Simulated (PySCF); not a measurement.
This PySCF input asks for the NMR shieldings of `CN(BNC)C`, C3H11BN2; the geometry comes from PBE0-D3(BJ)/def2-SVP.

```python
import basis_set_exchange as bse
import numpy as np
from pyscf import gto, scf
from pyscf.prop import nmr

atoms = """
C     2.671528   -0.046173   -0.802069
N     1.314635    0.305182   -0.484841
B     0.415175   -0.481703    0.267263
N    -0.907323   -0.085455    0.602013
C    -1.809371   -0.968709    1.290084
C    -1.496156    1.172679    0.237775
H     2.911123   -1.019432   -0.351063
H     2.845225   -0.135462   -1.890212
H     3.402087    0.685411   -0.411844
H     1.025420    1.203381   -0.851803
H     0.796956   -1.565785    0.655817
H    -2.191839   -0.515362    2.225085
H    -2.691761   -1.224256    0.670803
H    -1.296253   -1.904128    1.549080
H    -2.290585    1.061079   -0.526187
H    -0.744227    1.867533   -0.161426
H    -1.957124    1.666637    1.113794
"""
names = dict.fromkeys(["C", "N", "B", "H"], "pcSseg-2")
basis = {el: gto.basis.parse(bse.get_basis(n, elements=[el], fmt="nwchem")) for el, n in names.items()}
mol = gto.M(atom=atoms, basis=basis, charge=0, verbose=0)
mf = scf.RHF(mol)
mf.conv_tol = 1e-9
mf.kernel()

calc = nmr.RHF(mf)   # GIAO
C = mf.mo_coeff
Co = C[:, mf.mo_occ > 0]
resp = mf.gen_response(singlet=True, hermi=2)
def vind(x):   # induced exchange potential for any number of trial vectors
    d = np.einsum("pi,xij,qj->xpq", C, 2 * x.reshape(-1, C.shape[1], Co.shape[1]), Co, optimize=True)
    return np.einsum("xpq,pi,qj->xij", resp(d - d.transpose(0, 2, 1)), C, Co, optimize=True).ravel()
mo1, _ = nmr.rhf.solve_mo1(calc, with_cphf=vind)
sigma = calc.kernel(mo1)
for i, s in enumerate(sigma):   # ppm
    w = np.linalg.eigvalsh((s + s.T) / 2)
    print("%2d %-2s iso %8.1f  s11 %8.1f  s22 %8.1f  s33 %8.1f" % (i, mol.atom_pure_symbol(i), w.mean(), *w))
```

Problem. Give the expected output.

Solution. 
```
 0 C  iso    159.3  s11    141.7  s22    145.5  s33    190.6
 1 N  iso    205.2  s11    139.7  s22    230.8  s33    245.1
 2 B  iso     83.4  s11     58.0  s22     92.2  s33     99.9
 3 N  iso    212.7  s11    140.1  s22    240.4  s33    257.6
 4 C  iso    150.7  s11    127.9  s22    135.5  s33    188.6
 5 C  iso    157.6  s11    137.8  s22    147.2  s33    187.8
 6 H  iso     28.9  s11     24.8  s22     28.0  s33     33.9
 7 H  iso     29.1  s11     24.2  s22     27.1  s33     36.0
 8 H  iso     29.1  s11     24.2  s22     27.2  s33     36.0
 9 H  iso     29.9  s11     21.0  s22     32.0  s33     36.7
10 H  iso     27.8  s11     24.7  s22     28.4  s33     30.4
11 H  iso     29.4  s11     25.3  s22     27.0  s33     35.8
12 H  iso     29.3  s11     25.2  s22     27.0  s33     35.8
13 H  iso     28.7  s11     24.4  s22     27.8  s33     34.0
14 H  iso     29.5  s11     25.4  s22     26.8  s33     36.3
15 H  iso     29.2  s11     23.8  s22     30.1  s33     33.6
16 H  iso     29.6  s11     25.5  s22     27.2  s33     36.2
```

These numbers come from an equivalent density-fitted implementation of the same equations, which agrees with the script to about 0.01 ppm for H and up to a few tenths of a ppm for heavy atoms, so last digits may differ.

Size and cost of the density-fitted run: 370 basis functions, 47 s wall time on 1 thread of an Arm Neoverse V1, shared host; peak memory 1.6 GiB.
